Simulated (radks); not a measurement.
Problem. Ionisation of the oxygen ion O3+, [He] 2s2 2p1, to [He] 2s2 as the strength of local exchange is varied. Method: non-relativistic Kohn-Sham, Slater X-alpha exchange (alpha = 2/3 is LDA exchange), no correlation, spin-unpolarised, spherical densities, point nucleus; computed with a radial shooting solver on a logarithmic mesh with Libxc functionals.

| alpha | E(O3+) (hartree) | exchange (hartree) | IE (eV) | -e of the level emptied (eV) | <r> of it (bohr) |
|---|---|---|---|---|---|
| 0.571 | -69.44297 | -4.89807 | 72.896 | 61.058 (2p) | 0.9359 |
| 0.667 | -70.26954 | -5.76427 | 75.220 | 63.324 (2p) | 0.9223 |
| 0.68 | -70.38194 | -5.88251 | 75.538 | 63.634 (2p) | 0.9205 |
| 0.71 | -70.64177 | -6.15624 | 76.273 | 64.353 (2p) | 0.9164 |
| 0.714 | -70.67645 | -6.19283 | 76.372 | 64.449 (2p) | 0.9159 |
| 0.828 | -71.66956 | -7.24454 | 79.203 | 67.219 (2p) | 0.9006 |
| ? | -70.85006 | -6.37609 | 76.864 | 64.931 (2p) | 0.9131 |

Which alpha was used in the last row?

Solution. alpha = 0.734. NIST Atomic Spectra Database: 77.414 eV (measured). The Delta-SCF value meets it near alpha = 0.76. Spin polarisation and multiplet splitting are left out, so open shells lie too high by an amount that depends on their filling.

Beside tabulated values, note that spin-unpolarised runs miss the spin-polarisation part of the exchange energy of open shells.
